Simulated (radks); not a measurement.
W, configuration [Xe] 4f14 5d5 6s1 (not the ground configuration).

Calculated with a radial shooting solver on a logarithmic mesh with Libxc functionals: Dirac Kohn-Sham, LDA (Slater exchange, Perdew-Wang correlation), spin-unpolarised, spherical densities, finite nucleus; open shells fill j = l - 1/2 first; Fermi nuclear charge, rms radius 5.3658 fm.

Energy parts (eV):
total: -439569.30
kinetic: 494872.45
electron-nucleus: -1098162.03
Hartree: 172308.81
exchange-correlation: -8588.52

Orbitals (lengths in bohr, moments of r in powers of bohr):
1s1/2: occ. 2; eigenvalue (eV) -69311.13; <r^4> 5.836e-07; <1/r> 86.97; small-component weight 7.78e-02
2s1/2: occ. 2; eigenvalue (eV) -11954.84; <r^4> 0.00008729; <1/r> 21.17; small-component weight 1.76e-02
2p1/2: occ. 2; eigenvalue (eV) -11438.66; <r^4> 0.00005251; <1/r> 21.15; small-component weight 1.77e-02
2p3/2: occ. 4; eigenvalue (eV) -10087.47; <r^4> 0.00007648; <1/r> 17.76; small-component weight 1.60e-02
3s1/2: occ. 2; eigenvalue (eV) -2750.776; <r^4> 0.003230; <1/r> 7.767; small-component weight 5.80e-03
3p1/2: occ. 2; eigenvalue (eV) -2519.672; <r^4> 0.002847; <1/r> 7.688; small-component weight 5.75e-03
3p3/2: occ. 4; eigenvalue (eV) -2227.585; <r^4> 0.003761; <1/r> 6.813; small-component weight 5.25e-03
3d3/2: occ. 4; eigenvalue (eV) -1835.903; <r^4> 0.002552; <1/r> 6.709; small-component weight 5.14e-03
3d5/2: occ. 6; eigenvalue (eV) -1772.323; <r^4> 0.002779; <1/r> 6.503; small-component weight 5.00e-03
4s1/2: occ. 2; eigenvalue (eV) -564.8270; <r^4> 0.07602; <1/r> 3.268; small-component weight 1.92e-03
4p1/2: occ. 2; eigenvalue (eV) -468.8910; <r^4> 0.08298; <1/r> 3.160; small-component weight 1.83e-03
4p3/2: occ. 4; eigenvalue (eV) -400.9570; <r^4> 0.1100; <1/r> 2.853; small-component weight 1.63e-03
4d3/2: occ. 4; eigenvalue (eV) -242.8021; <r^4> 0.1415; <1/r> 2.639; small-component weight 1.44e-03
4d5/2: occ. 6; eigenvalue (eV) -230.2820; <r^4> 0.1547; <1/r> 2.566; small-component weight 1.39e-03
4f5/2: occ. 6; eigenvalue (eV) -32.2135; <r^4> 0.5051; <1/r> 2.100; small-component weight 9.82e-04
4f7/2: occ. 8; eigenvalue (eV) -29.9731; <r^4> 0.5465; <1/r> 2.069; small-component weight 9.60e-04
5s1/2: occ. 2; eigenvalue (eV) -76.7432; <r^4> 2.455; <1/r> 1.264; small-component weight 4.28e-04
5p1/2: occ. 2; eigenvalue (eV) -48.3039; <r^4> 3.897; <1/r> 1.131; small-component weight 3.50e-04
5p3/2: occ. 4; eigenvalue (eV) -38.4840; <r^4> 5.624; <1/r> 1.020; small-component weight 2.96e-04
5d3/2: occ. 4; eigenvalue (eV) -3.7137; <r^4> 74.84; <1/r> 0.6308; small-component weight 1.16e-04
5d5/2: occ. 1; eigenvalue (eV) -3.0574; <r^4> 98.60; <1/r> 0.5978; small-component weight 1.05e-04
6s1/2: occ. 1; eigenvalue (eV) -5.2692; <r^4> 246.9; <1/r> 0.3877; small-component weight 4.43e-05

The highest occupied level is 5d5/2 at -3.057 eV. Summed over all electrons, <r^2> = 67.27 bohr^2, which gives a Langevin (diamagnetic) susceptibility term of -53.3 x 10^-6 cm^3/mol.
